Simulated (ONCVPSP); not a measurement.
Before and after: ONCV potential for barium (Ba)

Ba (Z = 56), optimised norm-conserving Vanderbilt (ONCV), made with ONCVPSP 4.0.1 (PBE, scalar-relativistic). Core [Xe], reference 6s1.5 6p0.5. Waves: 6s: rc 3.50 bohr, ncon 4, nbas 7, qcut 1.6 1/bohr, local; 6p: rc 4.00 bohr, ncon 4, nbas 7, qcut 1.7 1/bohr, 2 projectors, debl 1.9 Ha; d scattering state at 0.36 Ha: rc 3.50 bohr, ncon 3, nbas 8, qcut 3.1 1/bohr, 1 projector. Local part: the s channel. Core correction: polynomial model core, fcfact 0.25.

In the d channel the program set the typed energies aside and used -0.090 Ha.

Change: all radii but the core radius scaled by about 1.07 (s 3.76, p 4.30, d 3.76 bohr).

Cutoffs: the cutoffs (Ha) at which the residual kinetic energy of the hardest occupied pseudo-wave falls to 1 and 0.1 mHa per electron; they do not see the model core or the augmentation charge, which bear on the density cutoff. Errors are all-electron minus pseudo energies relative to the spin-unpolarised reference configuration.

Question: Predict the effect on cutoff, ghosts and configuration errors.

Answer: The potential gets neither clearly harder nor softer (1.1 Ha and 7.5 Ha → 1.2 Ha and 2.6 Ha); the s channel sets the loose cutoff, while the largest relative change is in p, which becomes softer; of the 4 tests that both files solve, the error grows in 2 and shrinks in 0 by more than 15 % and 0.3 meV (median size 1.1 → 1.3 meV); neither file shows a bound ghost.

```tsv
quantity	base	changed
cutoff, loose	1.1 Ha	1.2 Ha
cutoff, tight	7.5 Ha	2.6 Ha
loose cutoff by channel	s 1.1 Ha, p 0.8 Ha	s 1.2 Ha, p 0.7 Ha
bound ghosts	none	none
GHOST(+) flags under 300 eV	none	none
error for 6s2 6p0, meV [ΔE -1.00 eV]	-0.8	-1.1
error for 6s1 6p0, meV [ΔE 4.36 eV]	+1.4	+1.5
error for 6s1.5 6p0, meV [ΔE 1.13 eV]	-0.4	-0.5
error for 6s0 6p2, meV [ΔE 3.14 eV]	-3.2	-6.7
rms error of d²Exc/dni dnj with the model core, mHa	0.70	0.73
```

Base: The cutoffs count occupied waves only; projector 2 of the p channel, the hardest unoccupied one, needs 10 Ha at the loose tolerance. Changed file: The cutoffs count occupied waves only; projector 2 of the p channel, the hardest unoccupied one, needs 9 Ha at the loose tolerance.
